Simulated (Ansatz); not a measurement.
O, charge -1, doublet (a gas-phase anion, which may not be bound at this level); B3LYP/6-31G* (Ansatz, an electronic-structure program).

The Ansatz input:
Ansatz 0.2 input:
```yaml
crystal:
  periodic: [false, false, false]
  atoms:
    - {symbol: O, position_ang: [0.00000000, 0.00000000, 0.00000000]}
basis:
  gaussian:
    orbitals: 6-31G*
hamiltonian:
  xc: b3lyp
total_charge: -1
magnetization: {spin_polarized: true, initial_magnetization: 1}
```

The log (banner, timings and long lists left out):

```
Functional definition: B3LYP
71 factors; integrals over basis functions are off by at most 1.2e-4 eV
mean field evaluation 1: about -2040.4206 eV, gradient 2.3e1 eV
mean field evaluation 2: about -2040.2745 eV, gradient 2.4e1 eV
mean field evaluation 4: about -2042.2890 eV, gradient 2.2e-1 eV
mean field evaluation 8: about -2042.2888 eV, gradient 6.0e-4 eV
mean field -2042.28875336 eV, -75.0527273731 hartree, gradient 2.9e-5 eV, S^2 0.751227; 0 other end points of the search recorded, 0 dependent functions left out
reference -2042.28880156 eV, -75.0527291441 hartree; 5, 4 occupied and 10, 11 virtual orbitals, 71 factors
Total energy: -2042.28880156 eV, -75.0527291441 hartree
```
